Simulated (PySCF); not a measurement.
# Spinor energies of Hf³⁺ (hafnium, charge +3)

Start: [Xe] 4f14 5d1; 5d3/2 filled at m_j = +3/2. Calculated with PySCF 2.14 in x2c-QZVPPall-2c: generalised Hartree-Fock with the X2C-1e Hamiltonian and a Gaussian nucleus; one run each with spin-orbit coupling (SO) switched off, then screened by Boettger's factors.

| spinor shell | electrons | ε, spin-free (eV) | ε, screened SO (eV) | weight of nominal j (screened SO) | rms radius, screened SO (bohr) |
| --- | --- | --- | --- | --- | --- |
| 1s1/2 | 2 | -65719.3 | -65701.3 | 1.000 | 0.0215 |
| 2s1/2 | 2 | -11399.4 | -11393.7 | 1.000 | 0.0869 |
| 2p1/2 | 2 | -10013.9 | -10863.3 | 1.000 | 0.0740 |
| 2p3/2 | 4 | -10013.9 | -9665.7 | 1.000 | 0.0812 |
| 3s1/2 | 2 | -2678.0 | -2676.2 | 1.000 | 0.222 |
| 3p1/2 | 2 | -2256.6 | -2441.1 | 1.000 | 0.214 |
| 3p3/2 | 4 | -2256.6 | -2179.7 | 1.000 | 0.228 |
| 3d3/2 | 4 | -1753.3 | -1786.4 | 1.000 | 0.202 |
| 3d5/2 | 6 | -1753.3 | -1729.7 | 1.000 | 0.206 |
| 4s1/2 | 2 | -591.76 | -591.15 | 1.000 | 0.498 |
| 4p1/2 | 2 | -450.97 | -493.55 | 1.000 | 0.508 |
| 4p3/2 | 4 | -450.97 | -433.06 | 1.000 | 0.541 |
| 4d3/2 | 4 | -265.51 | -272.14 | 1.000 | 0.571 |
| 4d5/2 | 6 | -265.51 | -260.57 | 1.000 | 0.583 |
| 5s1/2 | 2 | -107.18 | -106.99 | 1.000 | 1.22 |
| 5p1/2 | 2 | -70.268 | -76.737 | 0.998 | 1.35 |
| 5p3/2 | 4 | -70.268 | -67.397 | 0.998 | 1.45 |
| 4f5/2 | 6 | -58.431 | -59.292 | 0.999 | 0.738 |
| 5d3/2 | 1 | -32.420 | -32.746 | 1.000 | 2.06 |

(1) Where does 4f7/2 lie, and what is the 4f spin-orbit splitting (screened SO)?

| quantity | spin-free | screened SO |
| --- | --- | --- |
| E (hartree) | -15065.61009 | -15081.52103 |
| M_J | 3/2 | 3/2 |
| ⟨J²⟩ | 3.753 | 3.753 |
| ⟨L²⟩ | 6.006 | 6.118 |
| ⟨S²⟩ | 0.752 | 0.862 |

Each row is a mean over spinors that exchange with the open shell spreads, by up to 2.784 eV (5p1/2).

Breit and QED terms are absent; they matter most for the inner s and p1/2 levels.

Densities and radii are taken from the X2C orbitals without a picture-change correction, which distorts them close to the nucleus.

Without spin-orbit coupling the j labels of p, d and f shells carry no meaning; the spin-free column gives the mean over the occupied spinors of each nl shell.

## Answers

(1) At -57.279 eV, 2.013 eV above 4f5/2.
